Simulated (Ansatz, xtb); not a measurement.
# Two isomers of C6H4N2

Structure I is `N#Cc1ccncc1`, a singlet and structure II is `N#Cc1cccnc1`, a singlet. Both are isolated molecules in the gas phase, relaxed with r2SCAN-D4/def2-SVP.

I (Å):

```xyz
12

C    -1.6577    0.6956    0.4744
C    -0.2523    0.9494    0.5788
C     0.5183    1.2023   -0.5692
C     1.8838    1.4428   -0.4031
C     1.7582    1.2048    1.8685
C     0.3855    0.9509    1.8313
N    -2.8010    0.4892    0.3897
N     2.4986    1.4462    0.7830
H     0.0587    1.2097   -1.5601
H     2.5124    1.6436   -1.2797
H     2.2851    1.2128    2.8309
H    -0.1796    0.7585    2.7461
```

II (Å):

```xyz
12

C    -1.4201    0.8826   -0.5889
C    -0.2447    1.0032    0.2145
C     0.9891    1.3767   -0.3481
C     2.0939    1.4747    0.4931
C     1.9273    1.1983    1.8550
C    -0.2995    0.7472    1.6018
N    -2.3840    0.7817   -1.2362
N     0.7594    0.8427    2.3996
H     1.0649    1.5818   -1.4189
H     3.0733    1.7614    0.1019
H     2.7813    1.2679    2.5404
H    -1.2513    0.4546    2.0617
```

Energies in hartree; the thermal terms are from GFN2-xTB frequencies at re-optimised GFN2-xTB minima (ideal gas, soft modes damped towards free rotors, one conformer each, 298.15 K, 1 atm) and include the zero-point energy:

|  | I | II |
| --- | --- | --- |
| E, CCSD(T)/def2-SVP | −339.320797 | −339.322020 |
| E, MP2/def2-SVP | −339.241131 | −339.241077 |
| E, MP2/def2-TZVPP | −339.848357 | −339.848104 |
| zero-point energy | 0.084073 | 0.084088 |
| H(298 K) − E | 0.091345 | 0.091362 |
| G(298 K) − E | 0.054184 | 0.053549 |

Task: Correct the CCSD(T) difference for the basis set by the MP2 change, then work out ΔE, ΔE₀, ΔH and ΔG for I → II in kcal/mol (1 Eh = 627.51 kcal/mol) and the equilibrium ratio [II]/[I].

Result: 1. Differences II − I: CCSD(T) −0.001223, MP2 in the small set +0.000054, MP2 in the large set +0.000253 Eh.
2. ΔE = −0.001223 + (+0.000253 − (+0.000054)) = −0.001024 Eh = −0.64 kcal/mol.
3. ΔE₀ = ΔE + ΔZPE = −0.001024 + (+0.000015) Eh = −0.63 kcal/mol.
4. ΔH = ΔE + (+0.000017) Eh = −0.63 kcal/mol.
5. ΔG = ΔE + (−0.000635) Eh = −1.04 kcal/mol, so ΔS = (ΔH − ΔG)/T = +5.7 J/(mol K).
6. kT = 0.9442 mEh, so K = [II]/[I] = exp(−ΔG/kT) = exp(+1.76) ≈ 5.8.

The sums favour II, but ΔE leans on the basis-set step (CCSD(T) alone has the other sign or is under 1 kcal/mol), so the order isn't settled. An error of 1 kcal/mol in ΔG would change K by a factor of 5.4. Mirror images and further conformers aren't counted.

As drawn, both hold the same kinds of bond in the same numbers.

Other levels gave ΔE = −0.8 (GFN2-xTB); −0.4 (HF/STO-3G, GFN2-xTB geometries); −1.0 (r2SCAN-D4/def2-SVP//GFN2-xTB); −1.0 (r2SCAN-D4/def2-SVP); −1.7 (HF/def2-SVP); 0.0 (MP2/def2-SVP); −0.8 (CCSD(T)/def2-SVP) kcal/mol. The correlated steps freeze 8 core orbitals. Programs: Ansatz 0.2.0, xtb 6.7.1.
